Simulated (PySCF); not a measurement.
# PbBr₃⁺, singlet: data card

Level of theory: PBE in PySCF with Pb def2-SVP with ECP60, Br def2-SVP; scalar-relativistic core potentials, no spin–orbit coupling; density-fitted integrals.

The structure is a minimum.

Z-matrix (Å, degrees; charge 1 multiplicity 1):
```
Pb
Br 1 2.5382
Br 1 2.5382 2 120.00
Br 1 2.5382 2 120.00 3 180.00
```

```json
{"Point group": "D3h", "Bond lengths": "Pb–Br 2.538 Å (×3)", "Bond angles": "Br–Pb–Br 120.0° (×3)", "Heat capacity Cp at 298.15 K": "80.6 J/(mol K)", "Dipole moment about the centre of mass": "0.00 D", "Principal quadrupole moments (Buckingham, traceless) about the centre of mass": "-9.66, 4.83, 4.83 D Å", "Rotational symmetry number": "6", "Zero-point energy": "5.0 kJ/mol", "Principal polarisabilities": "45.8, 122.8, 122.8 bohr³", "Entropy at 298.15 K and 1 bar": "387.2 J/(mol K)", "Highest occupied level": "-12.47 eV", "Rotational constants": "0.0221, 0.0221, 0.01105 cm⁻¹", "Lowest empty level": "-11.02 eV", "Enthalpy at 298.15 K above 0 K": "20.54 kJ/mol"}
```

Harmonic modes (masses in u: Pb 207.977, Br 78.918):
```json
{"symmetry": "e'", "ω (cm⁻¹)": "52", "IR (km/mol, summed over degenerate members)": "2.7", "μ (u)": "88.20", "type": "bend"}
{"symmetry": "a2''", "ω (cm⁻¹)": "54", "IR (km/mol, summed over degenerate members)": "0.8", "μ (u)": "117.85", "type": "bend"}
{"symmetry": "a1'", "ω (cm⁻¹)": "191", "IR (km/mol, summed over degenerate members)": "0.0", "μ (u)": "78.92", "type": "stretch"}
{"symmetry": "e'", "ω (cm⁻¹)": "246", "IR (km/mol, summed over degenerate members)": "29.3", "μ (u)": "101.85", "type": "stretch"}
```

In D3h the vibrations span 2e' + a2'' + a1'. The a1' mode carries no infrared intensity, as symmetry demands.

Charges (e):
| atom | Mulliken | Löwdin | polar tensor | Mayer order to Pb1 |
| --- | --- | --- | --- | --- |
| Pb1 | 0.83 | 0.39 | 1.43 | – |
| Br2,3,4 | 0.06 | 0.20 | -0.14 | 1.09 |

Mulliken populations on Pb1 (electrons outside its core potential): s 3.54, p 7.40, d 10.22.

Counting electrons, lead keeps none of its valence electrons outside its bonds, so the VSEPR class is AX3 and the expected shape is trigonal planar (D3h), as computed.

This need not be the most stable arrangement of these atoms. No spin–orbit coupling is included, which matters more the heavier the element.

The final relaxation and frequency run took 61 s on 2 threads of a shared Intel Xeon Platinum 8488C (Sapphire Rapids) host, with 122 basis functions and 6 gradients; the process peaked at 1.1 GiB.
